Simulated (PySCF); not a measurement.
ClF₃H₂Si₂. Atoms are numbered in the order given.

```xyz
8

Si    -0.0538    -1.0689     0.0000
F      1.0287    -2.2627     0.0000
F     -0.9854    -1.2658    -1.2972
F     -0.9854    -1.2658     1.2972
Si     0.9999     1.0100     0.0000
Cl    -0.4964     2.4510     0.0000
H      1.8368     1.1531     1.2192
H      1.8368     1.1531    -1.2192
```
Charge 0, spin multiplicity 1.

The structure is a stationary point at B3LYP-D3(BJ)/def2-SVP. This is a generated structure with no PubChem entry under its InChIKey; it may be hypothetical. The values are those of a single conformer.

Calculation: TDDFT-PBE/def2-SVPD in PySCF.

Vertical excitations. Gas-phase values at a fixed geometry. State labels are in the subgroup Cs.

Computed lowest excited states:
```json
[
 {"state": "S1", "symmetry": "A'", "energy (eV)": "5.85", "λ (nm)": "212", "f": "0.015", "main pairs": "HOMO→LUMO 98 %"},
 {"state": "S2", "symmetry": "A\"", "energy (eV)": "6.09", "λ (nm)": "204", "f": "0.004", "main pairs": "HOMO−1→LUMO 99 %"},
 {"state": "S3", "symmetry": "A\"", "energy (eV)": "6.71", "λ (nm)": "185", "f": "0.016", "main pairs": "HOMO→LUMO+1 93 %"},
 {"state": "S4", "symmetry": "A'", "energy (eV)": "6.90", "λ (nm)": "180", "f": "0.007", "main pairs": "HOMO−1→LUMO+1 82 %, HOMO→LUMO+2 15 %"},
 {"state": "S5", "symmetry": "A'", "energy (eV)": "7.03", "λ (nm)": "176", "f": "0.058", "main pairs": "HOMO→LUMO+2 78 %, HOMO−1→LUMO+1 14 %"},
 {"state": "S6", "symmetry": "A\"", "energy (eV)": "7.23", "λ (nm)": "172", "f": "0.004", "main pairs": "HOMO−1→LUMO+2 99 %"},
 {"state": "S7", "symmetry": "A'", "energy (eV)": "7.35", "λ (nm)": "169", "f": "0.026", "main pairs": "HOMO−2→LUMO 92 %"},
 {"state": "S8", "symmetry": "A'", "energy (eV)": "7.68", "λ (nm)": "161", "f": "0.026", "main pairs": "HOMO→LUMO+3 90 %"},
 {"state": "S9", "symmetry": "A\"", "energy (eV)": "7.83", "λ (nm)": "158", "f": "0.001", "main pairs": "HOMO−3→LUMO 95 %"},
 {"state": "S10", "symmetry": "A\"", "energy (eV)": "7.94", "λ (nm)": "156", "f": "0.001", "main pairs": "HOMO−1→LUMO+3 89 %"},
 {"state": "T1", "symmetry": "A'", "energy (eV)": "5.32", "λ (nm)": "233", "f": "0", "main pairs": "HOMO→LUMO 99 %"},
 {"state": "T2", "symmetry": "A\"", "energy (eV)": "5.79", "λ (nm)": "214", "f": "0", "main pairs": "HOMO−1→LUMO 100 %"},
 {"state": "T3", "symmetry": "A\"", "energy (eV)": "6.04", "λ (nm)": "205", "f": "0", "main pairs": "HOMO→LUMO+1 97 %"},
 {"state": "T4", "symmetry": "A'", "energy (eV)": "6.57", "λ (nm)": "189", "f": "0", "main pairs": "HOMO−1→LUMO+1 63 %, HOMO→LUMO+2 33 %"}
]
```
Triplets are in the Tamm–Dancoff approximation, which puts them higher than full response would, so one can lie above its singlet here.
